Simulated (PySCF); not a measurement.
C4H4F3O (charge -1).
Structure used (GFN2-xTB), in Å, numbered top down from 1:
```
atom  x, y, z in Å
O1    -2.743    0.219   -0.040
C2    -1.586   -0.041    0.442
C3    -0.415   -0.127   -0.759
C4     0.901   -0.408   -0.233
F5     1.202   -1.723    0.001
C6     1.795    0.475    0.239
F7     1.717    1.808    0.053
F8     2.971    0.176    0.843
H9    -1.149    0.735    1.140
H10   -1.480   -1.035    0.966
H11   -0.756   -0.917   -1.422
H12   -0.455    0.838   -1.256
```

Structure optimised with GFN2-xTB, isolated species.

Masses are those of the commonest isotopes; rigid-rotor values at the optimised geometry. The values belong to one conformer with, in the numbering `[O-:1][CH2:2][CH2:3][C:4]([F:5])=[C:6]([F:7])[F:8]`, O1–C2–C3–C4 180°, C2–C3–C4–F5 84°.

Task: What are A, B and C (cm⁻¹)?

Result: Ia = 150.06, Ib = 445.13, Ic = 546.49 u·Å²; 505379 MHz·u·Å²/I gives 3368, 1135 and 924.8 MHz, that is A = 0.11234, B = 0.03787, C = 0.03085 cm⁻¹.

Task: What kind of rotor is it?

Result: An asymmetric top; Ray's κ = -0.828.

Task: Is it planar, by Δ = Ic − Ia − Ib?

Result: Not planar: Δ = Ic − Ia − Ib = -48.70 u·Å². For a rigid frame Δ = −2 Σ m c², so Σ m c² = 24.35 u·Å² lies off the ab plane: 6.10 from hydrogen and 18.25 from heavier atoms. The atom farthest from that plane is 1.33 Å away.

Stationary, but not proved a minimum. Zero-point vibration and centrifugal distortion are left out.

The numbers are calculated, not measured.
